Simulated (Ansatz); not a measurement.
`O[SiH](O)/C=C\[SiH2]Cl` + H₂ → `O[SiH](O)/C=C/[SiH3]` + HCl  (hydrogenolysis of the Si–Cl bond)

Computed with Ansatz on PBE0-D4/def2-TZVP structures; ΔE is electronic, products minus reactants. CCSD(T)/CBS is the MP2 limit (def2-TZVPP, def2-QZVPP) plus CCSD(T) − MP2 in def2-TZVPP, frozen cores. This one scheme is used for every species. Double bonds are as drawn, so ΔE can hold a change between cis and trans. Functionals use def2-TZVPP. B3LYP here is the variant with VWN-RPA as its local correlation; programs differ in this. Each species was taken in one conformer, which may not be the lowest.

(1) Is it downhill or uphill in electronic energy at CCSD(T)/CBS, and by how much? (Best estimate.)

(2) What do these levels give: r2SCAN-D4, PBE0-D4, B3LYP-D4, ωB97X-V, ωB97M-V, PBE, PBE0, HF/def2-TZVPP, CCSD(T)/def2-TZVPP, MP2/def2-QZVPP, SCS-MP2/def2-QZVPP, MP2/CBS(def2)? (Estimate.)

Largest T1 diagnostic among the species: 0.012.

Results:

(1) Ansatz gave: Uphill: ΔE = +19.8 kcal/mol.

(2) Ansatz gave: r2SCAN-D4 20.9, PBE0-D4 19.7, B3LYP-D4 19.8, ωB97X-V 19.6, ωB97M-V 20.6, PBE 18.0, PBE0 18.0, HF/def2-TZVPP 14.8, CCSD(T)/def2-TZVPP 18.5, MP2/def2-QZVPP 21.8, SCS-MP2/def2-QZVPP 19.9, MP2/CBS(def2) 22.4 kcal/mol.

In def2-TZVPP, CCSD(T) changes the Hartree–Fock value by +3.7 kcal/mol (the triples alone add +1.1 kcal/mol) and MP2 by +6.2 kcal/mol. The D4 term adds +3.2 kcal/mol with B3LYP and +1.7 kcal/mol with PBE0; it sums over pairs of atoms, weighted by their polarisabilities, and B3LYP, whose exchange is more repulsive, gets the larger term.
